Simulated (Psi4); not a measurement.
scandium atom (Sc), doublet; B97M-V/STO-3G run with Psi4 1.11.

The Psi4 input:
```
memory 2 GB

molecule mol {
0 2
Sc    0.000000    0.000000    0.000000
}

set {
  basis sto-3g
  reference uks
  scf_type pk
  puream true
  d_convergence 1e-8
  dft_radial_points 99
  dft_spherical_points 590
}

energy('b97m-v')
print_variables()
```

It wrote (shortened):

```
   => Loading Basis Set <=

    Name: STO-3G
    Role: ORBITAL
    Keyword: BASIS

         ---------------------------------------------------------
                                   SCF
               by Justin Turney, Rob Parrish, Andy Simmonett
                          and Daniel G. A. Smith
                              UKS Reference
         ---------------------------------------------------------

  ==> Geometry <==

    Molecular point group: d2h
    Geometry (in Angstrom), charge = 0, multiplicity = 2:

       Center              X                  Y                   Z               Mass
    ------------   -----------------  -----------------  -----------------  -----------------
         SC           0.000000000000     0.000000000000     0.000000000000    44.955908280000

  Running in d2h symmetry.

  Rotational constants: A = ************  B = ************  C = ************ [cm^-1]
  Rotational constants: A = ************  B = ************  C = ************ [MHz]
  Nuclear repulsion =    0.000000000000000

  Charge       = 0
  Multiplicity = 2
  Electrons    = 21
  Nalpha       = 11
  Nbeta        = 10

  ==> Algorithm <==

  SCF Algorithm Type is PK.
  DIIS enabled.
  MOM disabled.
  Fractional occupation disabled.
  Guess Type is CORE.
  Energy threshold   = 1.00e-06
  Density threshold  = 1.00e-08
  Integral threshold = 1.00e-12

  ==> Primary Basis <==

  Basis Set: STO-3G
    Blend: STO-3G
    Number of shells: 8
    Number of basis functions: 18
    Number of Cartesian functions: 19
    Spherical Harmonics?: true
    Max angular momentum: 2

  ==> DFT Potential <==

   => LibXC <=

    Version 7.1.2
    S. Lehtola, C. Steigemann, M. J. T. Oliveira, and M. A. L. Marques,  SoftwareX 7, 1–5 (2018) (10.1016/j.softx.2017.11.002)

   => Composite Functional: B97M-V <=

    B97M-V GGA Exchange-Correlation Functional

    N. Mardirossian and M. Head-Gordon,  J. Chem. Phys. 142, 074111 (2015) (10.1063/1.4907719)

    Deriv               =              1
    GGA                 =           TRUE
    Meta                =           TRUE

    Exchange Hybrid     =          FALSE
    MP2 Hybrid          =          FALSE

   => Exchange-Correlation Functionals <=

    1.0000   B97M-V exchange-correlation functional

   => LibXC Density Thresholds  <==

    XC_MGGA_XC_B97M_V:  1.00E-15

   => VV10 Non-Local Parameters <=

    VV10 B              =     6.0000E+00
    VV10 C              =     1.0000E-02

   => Molecular Quadrature <=

[...]
   @S   Expected:                5.000000000E-01
   @S   Observed:                5.000000000E-01

    Orbital Energies [Eh]
    ---------------------

    Alpha Occupied:

[...]
    Alpha Virtual:

[...]
       3B3u    0.080998

    Beta Occupied:

[...]
       4Ag    -0.092718

    Beta Virtual:

[...]
    Final Occupation by Irrep:
             Ag   B1g   B2g   B3g    Au   B1u   B2u   B3u
    DOCC [     4,    0,    0,    0,    0,    2,    2,    2 ]
    SOCC [     0,    0,    0,    1,    0,    0,    0,    0 ]
    NA   [     4,    0,    0,    1,    0,    2,    2,    2 ]
    NB   [     4,    0,    0,    0,    0,    2,    2,    2 ]

  @UKS Final Energy:  -752.66728921498111

   => Energetics <=

    Nuclear Repulsion Energy =              0.0000000000000000
    One-Electron Energy =               -1027.8949454729270201
    Two-Electron Energy =                 313.7534547115106989
    DFT Exchange-Correlation Energy =     -38.6145340429167234
    Empirical Dispersion Energy =           0.0000000000000000
    VV10 Nonlocal Energy =                  0.0887355893519421
    Total Energy =                       -752.6672892149811105

  UHF NO Occupations:
  HONO-2 :    2B2u 1.9999854
  HONO-1 :    4 Ag 1.9881426
  HONO-0 :    1B3g 1.0000000
  LUNO+0 :    5 Ag 0.0118574
  LUNO+1 :    3B2u 0.0000146
  LUNO+2 :    3B1u 0.0000146
  LUNO+3 :    3B3u 0.0000000

Computation Completed

Properties will be evaluated at   0.000000,   0.000000,   0.000000 [a0]

Properties computed using the SCF density matrix

 Multipole Moments:

 ------------------------------------------------------------------------------------
     Multipole            Electronic (a.u.)      Nuclear  (a.u.)        Total (a.u.)
 ------------------------------------------------------------------------------------

 L = 1.  Multiply by 2.5417464519 to convert [e a0] to [Debye]
 Dipole X            :          0.0000000            0.0000000            0.0000000
 Dipole Y            :          0.0000000            0.0000000            0.0000000
 Dipole Z            :          0.0000000            0.0000000            0.0000000
 Magnitude           :                                                    0.0000000

 ------------------------------------------------------------------------------------

  Variable Map:
  ----------------------------------------------------------------------------
[...]
  Array Variable Map:
  ----------------------------------------------------------------------------
[...]
[...]
```
